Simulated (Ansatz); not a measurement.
Species: sum formula H₄BSiO₂, net charge 0, doublet state. It need not be the lowest isomer of its formula. 
Coordinates optimised at B3LYP-D3(BJ)/def2-TZVP (Ansatz, a first-principles code):
```xyz
8

O      0.8130     0.7205    -1.0439
B      0.7637    -0.0393    -0.0196
O      1.5072    -0.7477     0.8607
Si    -1.3795     0.0630     0.0461
H      2.4575    -0.6911     0.6948
H     -1.7753     1.4701     0.2414
H     -1.8359    -0.7624     1.1969
H     -1.9132    -0.4843    -1.2150
```
Charge 0, spin multiplicity 2.

Dipole moments at this geometry, in debye (magnitudes).

```
level                    program  dipole (D)
-----------------------  -------  ----------
SVWN5/def2-TZVPD          Ansatz        1.43
PBE/def2-TZVPD            Ansatz        1.39
BLYP/def2-TZVPD           Ansatz        1.40
revPBE/def2-TZVPD         Ansatz        1.38
r2SCAN/def2-TZVPD         Ansatz        1.43
B97M-V/def2-TZVPD         Ansatz        1.46
PBE0/def2-TZVPD           Ansatz        1.40
BHLYP/def2-TZVPD          Ansatz        1.41
r2SCAN0/def2-TZVPD        Ansatz        1.43
HSE06/def2-TZVPD          Ansatz        1.40
LC-wPBE/def2-TZVPD        Ansatz        1.44
wB97X-V/def2-TZVPD        Ansatz        1.42
CCSD(T)/aug-cc-pV(D+d)Z   Ansatz        1.36
```
